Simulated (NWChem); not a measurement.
System: ZnSiH4O; SMILES [SiH3][O][ZnH]

```xyz
7

Zn    -0.0091     0.0218    -1.2047
H     -0.2787     0.2148    -2.6830
O      0.3616    -0.2493     0.5015
Si     0.0110     0.0651     2.0685
H      0.1306     1.5273     2.3896
H      0.9463    -0.6752     2.9718
H     -1.3881    -0.3472     2.4258
```
Atoms are numbered in this order, from 1.

Level: PBE0/def2-SVP (NWChem), optimised geometry, unscaled harmonic frequencies. 

**Question.** List the harmonic frequencies with IR intensities, and the thermochemistry.

**Answer.** 
```json
[
 {"frequency (cm⁻¹)": "32", "IR intensity (km/mol)": "1.4"},
 {"frequency (cm⁻¹)": "79", "IR intensity (km/mol)": "1.3"},
 {"frequency (cm⁻¹)": "455", "IR intensity (km/mol)": "77.8"},
 {"frequency (cm⁻¹)": "457", "IR intensity (km/mol)": "91.8"},
 {"frequency (cm⁻¹)": "487", "IR intensity (km/mol)": "24.6"},
 {"frequency (cm⁻¹)": "734", "IR intensity (km/mol)": "72.1"},
 {"frequency (cm⁻¹)": "742", "IR intensity (km/mol)": "69.9"},
 {"frequency (cm⁻¹)": "949", "IR intensity (km/mol)": "90.3"},
 {"frequency (cm⁻¹)": "953", "IR intensity (km/mol)": "91.8"},
 {"frequency (cm⁻¹)": "1017", "IR intensity (km/mol)": "321.4"},
 {"frequency (cm⁻¹)": "1066", "IR intensity (km/mol)": "428.7"},
 {"frequency (cm⁻¹)": "1947", "IR intensity (km/mol)": "72.4"},
 {"frequency (cm⁻¹)": "2184", "IR intensity (km/mol)": "208.7"},
 {"frequency (cm⁻¹)": "2193", "IR intensity (km/mol)": "147.9"},
 {"frequency (cm⁻¹)": "2222", "IR intensity (km/mol)": "148.9"}
]
```

```
Property                                                                           Result
-----------------------------------------------------------------------  ----------------
zero-point energy                                                           22.2 kcal/mol
thermal correction to the enthalpy at 298.15 K (with zero-point energy)     26.3 kcal/mol
heat capacity Cv                                                         17.0 cal/(mol K)
entropy at 298.15 K and 1 atm (symmetry number 1)                        77.5 cal/(mol K)
dipole moment                                                                      1.86 D
```

Rigid rotor and harmonic oscillator; modes under 100 cm⁻¹ make the entropy uncertain.
